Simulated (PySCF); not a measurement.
HO3S, SMILES O=S(=O)=[OH+], charge +1.

The structure is a stationary point at PBE-D3(BJ)/def2-SVP. The isomer is the one that the SMILES or the coordinates give; other isomers of the formula were not compared.

Method: ωB97X/def2-TZVPD (PySCF).

Gas-phase values at a fixed geometry.

Estimate the frontier levels, gap, dipole moment and polarisability. (An estimate is asked for; the answer gives what the named calculation found.)


- highest occupied level = -20.50 eV
- lowest empty level = -8.07 eV
- orbital gap = 12.42 eV
- dipole moment about the centre of nuclear charge = 3.11 D
- mean static polarisability = 27.8 bohr³ (4.12 Å³)
- polarisability, principal values = 18.5, 30.9, 34.0 bohr³
